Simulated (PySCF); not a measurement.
**Working out the ionisation energy of S⁺**

S⁺ [Ne] 3s2 3p3 (4S) → S²⁺ [Ne] 3s2 3p2 (3P). All numbers are calculated (PySCF 2.14, the spin-free X2C one-electron Hamiltonian (Gaussian nucleus), in an uncontracted even-tempered set (21 s from 0.028 bohr⁻², ratio 2.5; 14 p from 0.036 bohr⁻², ratio 2.5; 6 d from 0.67 bohr⁻², ratio 2.7; 5 f from 1 bohr⁻², ratio 2.7)). Frozen: 1s2; the 23 highest virtual orbitals dropped. Energies in hartree (1 hartree = 27.21139 eV):

```csv
part,S⁺ (lower),S²⁺ (upper)
UHF,-398.258057,-397.422751
MP2 opposite-spin,-0.295072,-0.288350
MP2 same-spin,-0.108823,-0.098162
```

Question: What does Hartree-Fock give?

Answer: (-397.422751) − (-398.258057) = 0.835306 hartree = 22.730 eV.

Question: What do MP2 and SCS-MP2 (6/5 opposite-spin, 1/3 same-spin) give?

Answer: The opposite-spin parts differ by 0.183 eV and the same-spin parts by 0.290 eV. MP2: 22.730 + (0.183) + (0.290) = 23.203 eV. SCS-MP2: 22.730 + 1.2 × (0.183) + (0.290)/3 = 23.046 eV.

A first-order spin-orbit estimate adds -0.062 eV to MP2 (outer shells), giving 23.141 eV against 23.338 eV (measured; NIST Atomic Spectra Database, ionization energies).

What remains against the reference includes basis incompleteness, the frozen core and correlation beyond second order.
